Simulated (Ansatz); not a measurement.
`C#[C][InH][NH2]` + `CC(C)C` → `C#CC(C)(C)C` + `[NH2][InH2]` at 600 K and 1 bar (formal exchange of groups at a C–In bond).

Computed with Ansatz on PBE0-D4/def2-TZVP structures; ΔE is electronic, products minus reactants. CCSD(T)/CBS is the MP2 limit (def2-TZVPP, def2-QZVPP) plus CCSD(T) − MP2 in def2-TZVPP, frozen cores. Elements past krypton have def2 core potentials. For In outer-core shells are correlated without core-valence functions, which leaves a few kJ/mol of doubt a bond. One conformer a species, not always the lowest.

```tsv
species	CCSD(T)/CBS energy (Eh)	H − E (kJ/mol)	S (J/(mol·K))
`C#[C][InH][NH2]`	-322.96179	185.0	434.1
`CC(C)C`	-158.24397	402.4	381.6
`C#CC(C)(C)C`	-234.28350	443.4	449.1
`[NH2][InH2]`	-246.90424	135.4	338.1
```

H − E and S are ideal-gas, rigid-rotor, harmonic terms from PBE0-D4/def2-TZVP, for one conformer and one mirror image of each species. 1 Eh = 2625.50 kJ/mol, R = 8.31446 J/(mol·K).

By hand: ΔE, ΔH, ΔS and ΔG.

ΔE = (-234.28350) + (-246.90424) − (-322.96179) − (-158.24397) = 0.01802 Eh = 47.3 kJ/mol. Δ(H − E) = 443.4 + 135.4 − 185.0 − 402.4 = -8.6, so ΔH = 38.7 kJ/mol. ΔS = 449.1 + 338.1 − 434.1 − 381.6 = -28.5 J/(mol·K). ΔG = 38.7 − 600 × (-28.5)/1000 = 55.8 kJ/mol.

By hand: the equilibrium constant, and the temperature at which ΔG would vanish if ΔH and ΔS stayed fixed.

log₁₀ K = −ΔG/(RT ln 10) = -4.9. ΔH and −TΔS have one sign here, so there is no such temperature.

TΔS isn't small against ΔH here. A doubt of 5 kJ/mol in ΔE shifts log₁₀ K by 0.4 here. Other conformers and mirror images would add mixing entropy, several J/(mol·K) or more a flexible species. These are equilibria of isolated gas molecules and say nothing of rates. Largest T1 diagnostic: 0.016 (customary marks: 0.02 for closed shells, 0.045 for open ones).
